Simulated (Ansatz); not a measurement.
C4H8B2 (`BCBCC#C`), charge 0, multiplicity 1.

Give a relaxed structure at PBE0-D4/def2-TZVP (Ansatz 0.2.0). (An estimate is asked.)

The calculation gave: 
```xyz
14

B    -1.129   -0.549   -0.325
C    -0.946    0.997    0.328
B     0.249    0.543    1.108
C     1.655    0.412    0.282
C     1.092   -0.544   -0.602
C     0.279   -1.258   -1.200
H    -1.455   -1.414    0.442
H    -1.798   -0.414   -1.320
H    -0.817    1.686   -0.505
H    -1.864    1.195    0.878
H     0.209    0.024    2.183
H     1.962    1.327   -0.228
H     2.455    0.007    0.900
H     0.107   -2.011   -1.941
```
This is one stationary point; other conformers may exist.
